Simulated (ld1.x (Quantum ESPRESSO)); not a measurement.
# Varying the TM potential for Te (Z = 52)

Base potential:

ld1.x (Quantum ESPRESSO) 7.5 input, shortened:

```
&input
   title='Te', zed=52., rel=1, dft='PZ', iswitch=3,
   config='[Kr] 4d10 5s1 5p5'
 /
 &inputp
   pseudotype=2, tm=.true., lloc=0,
   nlcc=.true.
 /
2
5P  2  1   5.00   0.00  2.20  2.20  0.0
5S  1  0   1.00   0.00  1.70  1.70  0.0
 &test
   configts(1)='5s1 5p5'
 /
```

Cutoffs, loose and tight: the cutoffs (Ry, on a coarse ladder) from which the occupation-weighted sum of valence levels, in a spherical-Bessel basis at the reference potential, stays within 10 and 1 mRy of its value at 400 Ry. They do not see the model core or the augmentation charge, which bear on the density cutoff. Test errors are all-electron minus pseudo excitation energies from the reference, over the configurations 5s2 5p4; 5s2 5p3; 5s2 5p2; 5s2 5p4.3; 5s1 5p4; 5s2 5p3.5; 5s2 5p0 (two spin-polarised tests are not counted in the largest error). A dash means not determined; rows that change the core or the reference have their own tests. The largest error is taken over the tests solved by every variant that gives reliable tests at all: 5s1 5p4; 5s2 5p2; 5s2 5p3; 5s2 5p3.5; 5s2 5p4; 5s2 5p4.3.

A true bound ghost makes a file unfit for plane-wave use even where its test errors are small: the radial tests pick states by their node count and pass the ghost by.

The default core radius of the base comes out at 1.51 bohr.

| change | outcome | cutoff, loose | cutoff, tight | bound ghosts | largest test error (meV) |
| --- | --- | --- | --- | --- | --- |
| base | generated | 25 Ry | 45 Ry | none | -14 |
| reference 5s2 5p3 | generated | 30 Ry | 55 Ry | d | -157 |
| wave 5p (bound): rc 2.20 bohr becomes 5p (bound): rc 3.36 bohr | generated | 25 Ry | 40 Ry | none | -52 |
| core [Kr], valence charge 16; reference 4d10 5s2 5p3.5; waves now 5s (bound): rc 1.90 bohr; 5p (bound): rc 2.00 bohr; 4d (bound): rc 1.60 bohr; local potential the d channel; core correction Bessel-smoothed model core, default radius (core density twice the valence density) | generated | 90 Ry | 160 Ry | s, p | -13 |
| type ultrasoft; waves now 5s (bound): rcut 1.50, rcutus 1.70 bohr; 5s channel at -0.2 Ry: rcut 1.50, rcutus 1.70 bohr; 5p (bound): rcut 1.90, rcutus 2.20 bohr; 5p channel at 1 Ry: rcut 1.90, rcutus 2.20 bohr; local potential all-electron potential smoothed inside 1.50 bohr (lloc = -1); augmentation PSQ, inside the norm-conserving radii | generated | 15 Ry | 25 Ry | s, d | -24 |
| wave 5s (bound): rc 1.70 bohr becomes 5s (bound): rc 2.34 bohr | generated | 18 Ry | 35 Ry | none | -17 |

What comes out with this change to the base: core correction none?

outcome: generated; cutoff, loose: 25 Ry; cutoff, tight: 45 Ry; bound ghosts: none; largest test error (meV): +19.
